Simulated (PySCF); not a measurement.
**Relaxation of triplet HMoN**

Computed with UPBE0/[Mo def2-TZVP with ECP28, N def2-TZVP, H def2-TZVP], scalar-relativistic core potentials, density fitting, no spin–orbit coupling, PySCF. A (50,194) grid was used.

A hand-made linear start, of C∞v symmetry, held to at least that symmetry:

```xyz
3
charge 0 multiplicity 3, angstrom
Mo    0.0000    0.0000    0.2093
N     0.0000    0.0000   -1.6007
H     0.0000    0.0000    1.9093
```

**Question.** What does it relax to?

**Answer.** It ends at C∞v with Mo–H 1.986 Å, Mo–N 1.616 Å; H–Mo–N 180.0°. A frequency run shows 2 imaginary modes (one degenerate set), down to 447i cm⁻¹, so it is a higher-order saddle point. Other isomers or separated fragments may lie lower.

**Question.** How much energy is released, and in how many steps?

**Answer.** 90.1 kJ/mol in 6 steps.

The determinant is spin-contaminated (⟨S²⟩ = 2.23, pure value 2.00). Other spin states or occupations of the open shell can lie lower.

The relaxation took of the order of 30 core-seconds on a shared host.
